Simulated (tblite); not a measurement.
Compound: C2H6BN2Si (doublet state).
Bonds: C1–C2 (triple), C2–Si3, Si3–N4, N4–B5, B5–N6. Hydrogens: H7 on C1; H8, H9 on Si3; H10 on N4; H11 on B5; H12 on N6.
Bond orders are those of one Lewis drawing.

Computed with GFN2-xTB (tblite), gas phase: L-BFGS steps from a force-field or distance-geometry start until the largest atomic force falls under 0.01 eV/Å.

Step 13: E = -436.5516 eV
```
atom  x, y, z in Å  |  force x, y, z in eV/Å
C1      3.4111   -0.4449   -0.0911    0.049  -0.042  -0.019
C2      2.2685   -0.0837   -0.0026   -0.042   0.109   0.003
Si3     0.6031    0.6877    0.2533    0.042  -0.022  -0.047
N4     -0.5606   -0.2953   -0.5709   -0.096   0.136   0.169
B5     -1.9576    0.0205   -0.2374    0.057   0.236  -0.362
N6     -2.7362   -0.4830    0.7010    0.117  -0.095   0.044
H7      4.4021   -0.7906   -0.1798   -0.033  -0.028  -0.015
H8      0.6102    2.0466   -0.3416    0.126  -0.029   0.118
H9      0.2589    0.7157    1.6813    0.049   0.000  -0.109
H10    -0.3308   -0.6317   -1.4976   -0.170   0.059   0.214
H11    -2.3454    0.9957   -0.8631   -0.067  -0.372   0.127
H12    -3.6219   -0.2966    1.1225   -0.032   0.048  -0.121
```

Step 14: E = -436.5710 eV
```
atom  x, y, z in Å  |  force x, y, z in eV/Å
C1      3.4122   -0.4482   -0.0929   -0.127   0.024  -0.008
C2      2.2704   -0.0793   -0.0042    0.102   0.021  -0.038
Si3     0.6003    0.6859    0.2449    0.196   0.112   0.103
N4     -0.5759   -0.2875   -0.5607    0.142   0.147   0.068
B5     -1.9640    0.0372   -0.2377    0.063  -0.147  -0.123
N6     -2.7134   -0.4869    0.7175   -0.199   0.050   0.041
H7      4.4033   -0.7940   -0.1814   -0.039  -0.024  -0.010
H8      0.6282    2.0550   -0.3292    0.090  -0.067   0.082
H9      0.2614    0.7129    1.6716    0.037   0.002  -0.056
H10    -0.3367   -0.6301   -1.4791   -0.183  -0.013   0.063
H11    -2.3602    0.9745   -0.8688   -0.198  -0.097  -0.021
H12    -3.6243   -0.2988    1.0942    0.118  -0.006  -0.102
```

Step 15: E = -436.5760 eV
```
atom  x, y, z in Å  |  force x, y, z in eV/Å
C1      3.4118   -0.4490   -0.0937   -0.079   0.011  -0.012
C2      2.2710   -0.0782   -0.0053    0.084   0.017  -0.039
Si3     0.6029    0.6874    0.2446    0.177   0.112   0.103
N4     -0.5768   -0.2824   -0.5581    0.158   0.135   0.053
B5     -1.9647    0.0382   -0.2395    0.041  -0.212  -0.015
N6     -2.7092   -0.4853    0.7217   -0.189   0.066  -0.007
H7      4.4028   -0.7950   -0.1818   -0.039  -0.026  -0.010
H8      0.6338    2.0561   -0.3250    0.087  -0.039   0.064
H9      0.2622    0.7119    1.6688    0.033   0.004  -0.014
H10    -0.3406   -0.6304   -1.4742   -0.158  -0.025   0.026
H11    -2.3665    0.9673   -0.8703   -0.223  -0.039  -0.067
H12    -3.6253   -0.3001    1.0869    0.109  -0.004  -0.083
```

**Question.** Estimate the geometry and energy of step 16. (The exact step hangs on the optimiser's Hessian estimate; all steps are aligned on step 15, rigid shifts and turns removed.)

**Answer.** E = -436.5928 eV, largest force 0.321 eV/Å
```
atom  x, y, z in Å  |  force x, y, z in eV/Å
C1      3.4102   -0.4532   -0.0975    0.108  -0.037  -0.024
C2      2.2737   -0.0750   -0.0120    0.019   0.013  -0.035
Si3     0.6185    0.6983    0.2466    0.043   0.066   0.060
N4     -0.5745   -0.2551   -0.5488    0.123   0.042  -0.064
B5     -1.9655    0.0352   -0.2429   -0.037  -0.213   0.237
N6     -2.6928   -0.4742    0.7442   -0.234   0.084  -0.148
H7      4.3999   -0.7995   -0.1834    0.005  -0.050  -0.019
H8      0.6611    2.0628   -0.3059    0.081   0.108  -0.013
H9      0.2651    0.7067    1.6582    0.019   0.019   0.172
H10    -0.3586   -0.6352   -1.4556   -0.046  -0.022  -0.012
H11    -2.4015    0.9380   -0.8819   -0.228  -0.006  -0.130
H12    -3.6343   -0.3083    1.0532    0.149  -0.003  -0.023
```

The energy changes by -0.0168 eV. The first-order estimate −F·Δx gives -0.0263 eV and the mean of the old and new forces, exact on a quadratic surface, -0.0168 eV. The step makes an angle of 58° with the force vector and moves no atom by more than 0.047 Å.

What follows is the cost of the whole relaxation. On Arm Neoverse N1, one thread, shared host, this took 1.2 s of wall time.
